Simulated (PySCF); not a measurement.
Lu²⁺ (lutetium, charge +2): PBE calculation

Configuration: [Xe] 4f14 6s1, 2S determinant. Calculation: PySCF 2.14, in x2c-TZVPPall (11s7p7d2f2g, 99 functions); scalar relativity by spin-free X2C-1e.

| Property | Result |
| --- | --- |
| Total energy | -14562.75 hartree |
| One-electron energy | -19945.85 hartree |
| Hartree (Coulomb) energy | 5687.78 hartree |
| Exchange-correlation energy | -304.68 hartree |
| ⟨S²⟩ | 0.7502 |
| ⟨L²⟩ | 0.000 |
| Sum of ⟨r⟩ | 37.54 bohr |
| Sum of ⟨r²⟩ | 43.17 bohr² |
| Langevin diamagnetic susceptibility | -34.2 ×10⁻⁶ cm³/mol |
| Time after the integrals | roughly 6 core-seconds |

| shell | electrons | mean orbital energy (eV) | rms radius, mean of both spins (bohr) |
| --- | --- | --- | --- |
| 1s α | 1 | -63062.9 | 0.0219 |
| 1s β | 1 | -63062.8 | 0.0219 |
| 2s α | 1 | -10750.0 | 0.0885 |
| 2s β | 1 | -10750.0 | 0.0885 |
| 2p α | 3 | -9487.2 | 0.0801 |
| 2p β | 3 | -9487.2 | 0.0801 |
| 3s α | 1 | -2450.4 | 0.227 |
| 3s β | 1 | -2450.4 | 0.227 |
| 3p α | 3 | -2069.5 | 0.228 |
| 3p β | 3 | -2069.5 | 0.228 |
| 3d α | 5 | -1599.1 | 0.208 |
| 3d β | 5 | -1599.1 | 0.208 |
| 4s α | 1 | -501.28 | 0.508 |
| 4s β | 1 | -501.27 | 0.508 |
| 4p α | 3 | -375.71 | 0.541 |
| 4p β | 3 | -375.70 | 0.541 |
| 4d α | 5 | -208.63 | 0.591 |
| 4d β | 5 | -208.62 | 0.591 |
| 5s α | 1 | -78.349 | 1.24 |
| 5s β | 1 | -78.249 | 1.24 |
| 5p α | 3 | -49.091 | 1.47 |
| 5p β | 3 | -48.912 | 1.47 |
| 4f α | 7 | -26.835 | 0.827 |
| 4f β | 7 | -26.792 | 0.827 |
| 6s α | 1 | -18.019 | 3.30 |

Spin-orbit coupling, which splits the p, d and f shells strongly at this Z, is absent.

Densities and radii are taken from the X2C orbitals without a picture-change correction, which distorts them close to the nucleus.
